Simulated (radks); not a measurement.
All-electron atom: Re II in [Xe] 4f14 5d4.75 6s1 7s0.25 (fractional occupations, a model configuration). Method: scalar-relativistic Kohn-Sham, PBE, spin-polarised, spherical densities, point nucleus; open shells are filled with parallel spins first (spin-orbit coupling, left out, can overturn this in heavy ions); computed with a radial shooting solver on a logarithmic mesh with Libxc functionals.

Local quantities along the radius. ELF = 1/(1 + alpha^2) is the electron localisation function; alpha = (tau - tau_W)/tau_unif compares the Pauli kinetic energy density with that of the uniform gas (summed over spins). tau is taken from the large components.

r (bohr)     ELF     alpha
0.0007894  1.000   0.02226
0.001096   0.999   0.02351
0.001521   0.999   0.02575
0.002112   0.999   0.02960
0.002931   0.999   0.03620
0.004102   0.998   0.04840
0.005694   0.995   0.07156
0.007905   0.986    0.1212
0.01097    0.945    0.2415
0.01523    0.765    0.5536
0.02132    0.414     1.190
0.02959    0.357     1.341
0.04108    0.620    0.7833
0.05702    0.739    0.5938
0.07916    0.496     1.008
0.1108     0.382     1.272
0.1538     0.694    0.6635
0.2135     0.560    0.8871
0.2963     0.294     1.549
0.4147     0.694    0.6633
0.5756     0.586    0.8397
0.7991     0.337     1.403
1.109      0.572    0.8656
1.54       0.565    0.8782
2.155      0.444     1.119
2.991      0.395     1.237
4.153      0.073     3.576
5.765      0.023     6.486
8.002      0.842    0.4325
11.2       0.999   0.02382
15.54      1.000  0.001871

On this mesh the ELF has minima near r = 0.025, 0.094, 0.30, 0.80, 4.9 bohr, which separate the shells, and maxima near 0.057 (0.74), 0.18 (0.71), 0.49 (0.70), 1.3 (0.62).

Self-consistent cycle (total energy in hartree, residual of the potential): 1: -16679.09663, 1e+01; 2: -16690.12403, 5e+00; 3: -16691.99803, 9e-01; 4: -16691.92132, 7e-01; 5: -16691.97596, 1e-01; 6: -16691.98257, 7e-02; 7: -16691.98337, 1e-02; 8: -16691.98338, 2e-03; 9: -16691.98338, 1e-04; 10: -16691.98338, 7e-05; 11: -16691.98338, 3e-05; 12: -16691.98338, 1e-06; 13: -16691.98338, 9e-08; 14: -16691.98338, 7e-09.
